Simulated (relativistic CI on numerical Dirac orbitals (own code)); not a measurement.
# Calculated levels, I²⁶⁺

Calculated at this level of theory: Dirac-Coulomb-Breit CI, orbitals from a KLI potential per configuration, a model potential for QED, unscaled Slater integrals (own radial code, finite nucleus).

CI space (outside the closed core [Ne]): 3s²3p⁶3d⁹, 3s²3p⁵3d¹⁰, 3s3p⁶3d¹⁰, 3s²3p⁶3d⁸4s, 3s²3p⁶3d⁸4p, 3s²3p⁶3d⁸4d, 3s²3p⁴3d¹⁰4s, 3s²3p⁶3d⁸4f, 3s²3p⁵3d⁹4s, 3s²3p⁴3d¹⁰4p, 3s²3p⁶3d⁷4s², 3s²3p⁵3d⁹4p, 3s²3p⁴3d¹⁰4d, 3s²3p⁶3d⁷4s4p, 3s3p⁵3d¹⁰4s, 3s²3p⁶3d⁸5s. Levels of other configurations are missing.

The lowest level is 3s²3p⁶3d⁹ ²D5/2, with 100 % of that term; Hund's rules for 3s²3p⁶3d⁹ give ²D with J = 5/2, in agreement.

| No. | Configuration | Term | J | E (Ry) | % | Landé g | Lifetime (s) |
| --- | --- | --- | --- | --- | --- | --- | --- |
| 1 | 3s²3p⁶3d⁹ | ²D | 5/2 | 0.0000 | 100 | 1.196 |  |
| 2 | 3s²3p⁶3d⁹ | ²D | 3/2 | 0.9002 | 100 | 0.795 | 6.44e-05 |
| 3 | 3s²3p⁵3d¹⁰ | ²P° | 3/2 | 18.3112 | 100 | 1.329 | 1.32e-12 |
| 4 | 3s²3p⁵3d¹⁰ | ²P° | 1/2 | 22.6652 | 100 | 0.659 | 8.03e-13 |
| 5 | 3s3p⁶3d¹⁰ | ²S | 1/2 | 32.9100 | 100 | 1.996 | 1.64e-12 |
| 6 | 3d⁸(3F)4s | ⁴F | 9/2 | 42.5755 | 95 | 1.318 | 7.55e-08 |
| 7 | 3d⁸(3F)4s | ²F | 7/2 | 42.7154 | 60 | 1.155 | 2.20e-09 |
| 8 | 3d⁸(1D)4s | ²D | 5/2 | 43.0459 | 48 | 1.304 | 3.28e-09 |
| 9 | 3d⁸(1D)4s | ²D | 3/2 | 43.0834 | 52 | 0.871 | 1.69e-09 |
| 10 | 3d⁸(3F)4s | ⁴F | 7/2 | 43.4674 | 65 | 1.200 | 3.86e-09 |
| 11 | 3d⁸(3F)4s | ⁴F | 5/2 | 43.4868 | 65 | 0.985 | 4.32e-09 |
| 12 | 3d⁸(3P)4s | ⁴P | 1/2 | 43.7602 | 65 | 2.294 | 5.67e-10 |
| 13 | 3d⁸(3P)4s | ⁴P | 5/2 | 43.8663 | 49 | 1.256 | 3.46e-09 |
| 14 | 3d⁸(3F)4s | ⁴F | 3/2 | 43.8809 | 42 | 1.047 | 2.78e-09 |
| 15 | 3d⁸(3P)4s | ⁴P | 3/2 | 44.1022 | 63 | 1.543 | 2.61e-09 |
| 16 | 3d⁸(3P)4s | ²P | 1/2 | 44.2114 | 79 | 1.065 | 9.41e-10 |
| 17 | 3d⁸(1G)4s | ²G | 9/2 | 44.2331 | 95 | 1.118 | 3.94e-09 |
| 18 | 3d⁸(1G)4s | ²G | 7/2 | 44.2443 | 93 | 0.901 | 3.50e-09 |
| 19 | 3d⁸(1D)4s | ²D | 3/2 | 44.6517 | 47 | 0.787 | 2.09e-09 |
| 20 | 3d⁸(1D)4s | ²D | 5/2 | 44.6657 | 44 | 1.124 | 2.37e-09 |
| 21 | 3d⁸(1S)4s | ²S | 1/2 | 45.8591 | 74 | 1.969 | 2.26e-10 |
| 22 | 3d⁸(3F)4p | ⁴D° | 7/2 | 46.3291 | 59 | 1.319 | 3.49e-11 |
| 23 | 3d⁸(3F)4p | ²G° | 9/2 | 46.4360 | 41 | 1.169 | 5.53e-11 |
| 24 | 3d⁸(1D)4p | ²D° | 3/2 | 46.7788 | 37 | 1.173 | 3.21e-11 |
| 25 | 3d⁸(1D)4p | ²F° | 5/2 | 46.8120 | 39 | 1.048 | 5.41e-11 |
| 26 | 3d⁸(3F)4p | ⁴D° | 5/2 | 47.2208 | 41 | 1.134 | 4.79e-12 |
| 27 | 3d⁸(3F)4p | ⁴G° | 7/2 | 47.2376 | 60 | 1.020 | 1.61e-11 |
| 28 | 3d⁸(1S)4p | ²P° | 1/2 | 47.4477 | 47 | 0.731 | 1.88e-11 |
| 29 | 3d⁸(3P)4p | ⁴D° | 3/2 | 47.5849 | 33 | 1.188 | 6.32e-12 |
| 30 | 3d⁸(3F)4p | ⁴G° | 5/2 | 47.6517 | 31 | 1.040 | 1.91e-12 |

Energies count from the lowest computed level; ° marks odd parity; lifetimes are radiative, by E1, M1, E2, M2 decay to levels of this space only. Percentages are summed over parent terms; the parents shown are those of the largest component, closed shells are left out there.

The mean weight of the leading LS term, summed over parents, in these 30 levels is 64 %, and that of the leading jj configuration (from the same eigenvectors) 93 %, so jj coupling describes them better and the LS labels are nominal.

At this charge energies of transitions that change n are usually good to better than 1 %, and those within a shell (Δn = 0) to a few per cent.

LS names give the leading component of a level, which can be under half, so a name can repeat, a term be missing and a line seem to break the LS rules.
